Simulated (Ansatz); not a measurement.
C2H4BClO2 (`O/C=C/B(O)Cl`), relaxed with RKS PBE-D4/def2-SVP in Ansatz from a rough embedded geometry. The force threshold is 0.03 eV/Å; the program also tests the step.

Charge 0, multiplicity 1.

Start:

```xyz
10

O     2.133   -1.210   -0.122
C     0.851   -0.802    0.238
C     0.205    0.066   -0.532
B    -1.247    0.705   -0.097
O    -1.892    0.187    1.073
Cl   -2.061    1.865   -1.208
H     2.561   -0.930   -0.960
H     0.375   -1.149    1.167
H     0.664    0.454   -1.376
H    -1.590    0.813    1.817
```

Problem. By how much does the energy fall, and how many steps does the optimiser take? (Best estimate.)

Solution. Computed: 120.04 kJ/mol, in 9 steps.

Problem. Which bonds change most? (Estimate.)

Solution. Ansatz gave: C3–B4 from 1.645 to 1.536 Å; C3–H9 from 1.037 to 1.105 Å; B4–O5 from 1.433 to 1.366 Å; O1–C2 from 1.393 to 1.346 Å.

Problem. Give the relaxed structure. (An estimate is asked.)

Solution. Ansatz gave: 
```xyz
10

O     2.132   -1.357   -0.138
C     0.972   -0.770    0.208
C     0.247    0.122   -0.519
B    -1.066    0.704    0.025
O    -1.555    0.333    1.246
Cl   -1.996    1.899   -0.947
H     2.390   -1.035   -1.026
H     0.643   -1.107    1.207
H     0.624    0.426   -1.512
H    -2.391    0.785    1.455
```
